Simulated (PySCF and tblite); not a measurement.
Results of a calculation; reference values are marked as such.
System: [SnCl5]- (charge -1), with the starting minimum (Å):

```
 1 Sn    0.004    0.000   -0.004
 2 Cl   -0.011    0.002    2.418
 3 Cl    0.042   -0.001   -2.425
 4 Cl    2.394    0.012    0.022
 5 Cl   -1.222    2.051   -0.018
 6 Cl   -1.204   -2.062   -0.015
```

Motion: Berry pseudorotation at Sn1 with Cl5 as pivot. GFN2-xTB gives an electronic barrier of 1.0 kcal/mol.

Atoms heavier than Kr carry effective core potentials. The ion is treated without a counter-ion. Spin–orbit effects of heavy atoms on shieldings are missing.

(1) What does PBE/pcSseg-1 (def2-TZVP on Sn) + D3(BJ) give on PBE0-D3(BJ)/def2-SVP geometries?

(2) And the level of the geometries itself, PBE0-D3(BJ)/def2-SVP?

Programs: tblite and PySCF.

Answers

(1) A barrier of 1.6 kcal/mol, 0.6 above the tight-binding barrier (from unrounded values) and, with GFN2-xTB thermal terms, ΔG‡(298 K) = 2.2 kcal/mol and k = 4.3×10¹¹ s⁻¹ (3 equivalent paths).

(2) 1.7 kcal/mol.
